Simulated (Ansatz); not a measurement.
formaldehyde (CH2O), singlet, geometry from GFN2-xTB; HF/aug-pcseg-1 in Ansatz (a quantum-chemistry and plane-wave program).

Ansatz was given this input:
Ansatz 0.2 input:
```yaml
crystal:
  periodic: [false, false, false]
  atoms:
    - {symbol: O, position_ang: [-0.03219574, 0.01611315, 0.66978750]}
    - {symbol: C, position_ang: [0.02502329, -0.01252352, -0.52057460]}
    - {symbol: H, position_ang: [0.02949294, 0.89965871, -1.14088032]}
    - {symbol: H, position_ang: [0.07793327, -0.95342279, -1.09397208]}
basis:
  gaussian:
    orbitals: aug-pcseg-1.json
hamiltonian:
  xc: hf
```
The basis file holds aug-pcseg-1 in the JSON format of the Basis Set Exchange.

Task: Write the output that Ansatz gives for this input, abridged.

Result: 
```
Functional definition: HF
600 factors; their error is unknown
mean field evaluation 1: about -3095.9411 eV, gradient 3.1e1 eV
mean field evaluation 2: about -3096.8723 eV, gradient 2.5e1 eV
mean field evaluation 4: about -3097.9083 eV, gradient 6.0e-1 eV
mean field evaluation 8: about -3097.9111 eV, gradient 1.1e-1 eV
mean field -3097.95639201 eV, -113.8477975362 hartree, gradient 6.2e-5 eV, S^2 0.000000; 0 other end points of the search recorded, 0 dependent functions left out
reference -3097.95639201 eV, -113.8477975362 hartree; 8, 8 occupied and 56, 56 virtual orbitals, 600 factors
Total energy: -3097.95639201 eV, -113.8477975362 hartree
```
